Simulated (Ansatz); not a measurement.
`[CH3][GeH]([CH3])[Cl]` + `C[NH][GeH2][F]` → `[CH3][Ge]([CH3])([CH3])[Cl]` + `[NH2][GeH2][F]` at 500 K and 1 bar (redistribution).

Program: Ansatz. Geometries: PBE0-D4/def2-TZVP. ΔE: electronic, gas phase. CBS: MP2 limit from def2 TZ/QZ plus the TZ coupled-cluster correction, frozen cores. For Ge outer-core shells are correlated without core-valence functions, which leaves a few kJ/mol of doubt a bond. Scalar relativity is left out up to krypton. One conformer a species, not always the lowest.

```tsv
species	CCSD(T)/CBS energy (Eh)	H − E (kJ/mol)	S (J/(mol·K))
`[CH3][GeH]([CH3])[Cl]`	-2616.27253	264.1	418.0
`C[NH][GeH2][F]`	-2272.30685	232.7	389.3
`[CH3][Ge]([CH3])([CH3])[Cl]`	-2655.54911	351.4	465.0
`[NH2][GeH2][F]`	-2233.06137	149.2	340.4
```

H − E and S are ideal-gas, rigid-rotor, harmonic terms from PBE0-D4/def2-TZVP, for one conformer and one mirror image of each species. 1 Eh = 2625.50 kJ/mol, R = 8.31446 J/(mol·K).

Task: By hand: ΔE, ΔH, ΔS and ΔG.

Result: ΔE = (-2655.54911) + (-2233.06137) − (-2616.27253) − (-2272.30685) = -0.03110 Eh = -81.7 kJ/mol. Δ(H − E) = 351.4 + 149.2 − 264.1 − 232.7 = 3.8, so ΔH = -77.9 kJ/mol. ΔS = 465.0 + 340.4 − 418.0 − 389.3 = -1.9 J/(mol·K). ΔG = -77.9 − 500 × (-1.9)/1000 = -77.0 kJ/mol.

Task: By hand: the equilibrium constant, and the temperature at which ΔG would vanish if ΔH and ΔS stayed fixed.

Result: log₁₀ K = −ΔG/(RT ln 10) = 8.0. ΔG = 0 at ΔH/ΔS = 41000 K, far beyond where these terms or the molecules hold.

The number of gas molecules stays the same, so ΔS is small and ΔH decides. A doubt of 5 kJ/mol in ΔE shifts log₁₀ K by 0.5 here. Other conformers and mirror images would add mixing entropy, several J/(mol·K) or more a flexible species. These are equilibria of isolated gas molecules and say nothing of rates. Largest T1 diagnostic: 0.011 (customary marks: 0.02 for closed shells, 0.045 for open ones).
